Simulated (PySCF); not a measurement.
Te(OMe)(NH2) (CH₅NOTe), SMILES CO[Te]N.

Geometry: B3LYP-D3(BJ)/def2-SVP. The structure was generated by enumeration, and PubChem lists no compound with its InChIKey, so it may never have been made. The def2 effective core potentials stand for the cores of Te; spin–orbit coupling is left out. Other conformers were not sampled.

These are TDDFT-PBE/def2-SVPD (PySCF) values and carry that method's errors.

Vertical excitations. The molecule is in vacuum.

Computed lowest excited states:
| state | energy (eV) | λ (nm) | f | main pairs |
|---|---|---|---|---|
| S1 | 3.22 | 385 | 0.001 | HOMO→LUMO 97 % |
| S2 | 3.67 | 338 | 0.002 | HOMO→LUMO+1 96 % |
| S3 | 4.36 | 285 | 0.005 | HOMO−1→LUMO 96 % |
| S4 | 4.76 | 260 | 0.002 | HOMO−1→LUMO+1 67 %, HOMO−2→LUMO 31 % |
| S5 | 4.96 | 250 | 0.060 | HOMO→LUMO+2 99 % |
| S6 | 5.15 | 241 | 0.007 | HOMO−2→LUMO+1 87 % |
| S7 | 5.43 | 228 | 0.103 | HOMO−2→LUMO 51 %, HOMO−1→LUMO+1 23 %, HOMO−2→LUMO+1 12 % |
| S8 | 5.52 | 225 | 0.019 | HOMO→LUMO+3 96 % |
| S9 | 5.74 | 216 | 0.046 | HOMO→LUMO+4 86 % |
| S10 | 5.89 | 211 | 0.034 | HOMO−3→LUMO 53 %, HOMO→LUMO+5 22 %, HOMO−3→LUMO+1 18 % |
| T1 | 2.54 | 489 | 0 | HOMO→LUMO 100 % |
| T2 | 3.03 | 410 | 0 | HOMO→LUMO+1 99 % |
| T3 | 3.90 | 318 | 0 | HOMO−1→LUMO 98 % |
| T4 | 4.26 | 291 | 0 | HOMO−2→LUMO 92 % |
Triplets are in the Tamm–Dancoff approximation, which puts them higher than full response would, so one can lie above its singlet here.
